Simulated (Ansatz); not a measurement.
One change: `CB[TeH]` becomes `C[BH][SbH2]`.

Ansatz, PBE0-D4/def2-TZVP geometries, multiplicity 1. 

Elements past krypton have def2 core potentials.  Spin–orbit coupling is left out; it splits and shifts lone-pair levels of the heavy atoms by tenths of an eV.

```
                                                                                  property  `CB[TeH]`
ideal-gas entropy at 298 K and 1 bar (rigid rotor, harmonic PBE0-D4/def2-TZVP) / J/(mol·K)        310
                                                         HOMO energy (PBE/def2-TZVPP) / eV      -5.95
                                                     LUMO energy (ωB97M-V/def2-TZVPP) / eV       0.70
                                            size of the dipole moment (PBE/def2-TZVPP) / D       0.72
                                            zero-point energy (PBE0-D4/def2-TZVP) / kJ/mol      146.9
                                                       HOMO energy (B3LYP/def2-TZVPP) / eV      -6.68
```

Task: Give the same properties after the change, and the shifts. (An estimate is asked.)

Result: Ansatz gave: 
```tsv
property	`C[BH][SbH2]`	shift
ideal-gas entropy at 298 K and 1 bar (rigid rotor, harmonic PBE0-D4/def2-TZVP) / J/(mol·K)	326	16
HOMO energy (PBE/def2-TZVPP) / eV	-5.83	0.12
LUMO energy (ωB97M-V/def2-TZVPP) / eV	0.31	-0.39
size of the dipole moment (PBE/def2-TZVPP) / D	1.10	0.38
zero-point energy (PBE0-D4/def2-TZVP) / kJ/mol	162.1	15.2
HOMO energy (B3LYP/def2-TZVPP) / eV	-6.63	0.05
```

With PBE0 the HOMO rises by 0.10 eV and the LUMO falls by 0.42 eV, so the gap narrows by about 0.52 eV. PBE moves the HOMO by 0.12 eV and ωB97M-V by 0.09 eV. The zero-point energy changes by 15.2 kJ/mol with +3 modes. Dipoles are sizes alone; their direction can turn.

B3LYP here is the variant with VWN-RPA as its local correlation; programs differ in this.
